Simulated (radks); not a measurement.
Sc V, 17 electrons, occupied as [Ne] 3s2 3p5.

Method: scalar-relativistic Kohn-Sham, PBE, spin-polarised, spherical densities, finite nucleus; open shells are filled with parallel spins first; Fermi nuclear charge, rms radius 3.5459 fm; computed with a radial shooting solver on a logarithmic mesh with Libxc functionals.

Energy parts (eV):
total: -20672.950
kinetic: 20833.389
electron-nucleus: -48195.666
Hartree: 7706.029
exchange-correlation: -1016.702

Orbitals (lengths in bohr, moments of r in powers of bohr):
orbital,occ.,eigenvalue (eV),<r^2>
1s up,1,-4454.329,0.007176
1s down,1,-4453.970,0.007175
2s up,1,-530.7453,0.1394
2s down,1,-530.4537,0.1393
2p up,3,-444.8557,0.1166
2p down,3,-444.4240,0.1166
3s up,1,-106.4160,1.216
3s down,1,-104.8114,1.223
3p up,3,-84.1074,1.374
3p down,2,-82.5695,1.386

The highest occupied level is 3p down at -82.569 eV. The density falls to 0.001 e/bohr^3 at r = 2.59 bohr. Summed over all electrons, <r^2> = 10.33 bohr^2, which gives a Langevin (diamagnetic) susceptibility term of -8.18 x 10^-6 cm^3/mol. Spin moment in Bohr magnetons: 1. For comparison, the ionisation energy in NIST's Atomic Spectra Database is 91.95 eV (semi-empirical). In exact Kohn-Sham theory the highest level is minus the ionisation energy, but local and semilocal functionals leave it too shallow, through self-interaction and a potential that decays too fast; potentials with the right tail come closer. The spin density at the nucleus is -0.0609 e/bohr^3 (1s -0.3363, 2s 0.1153, 3s 0.1602). The electron density at the nucleus is 7301 e/bohr^3 (large components only).
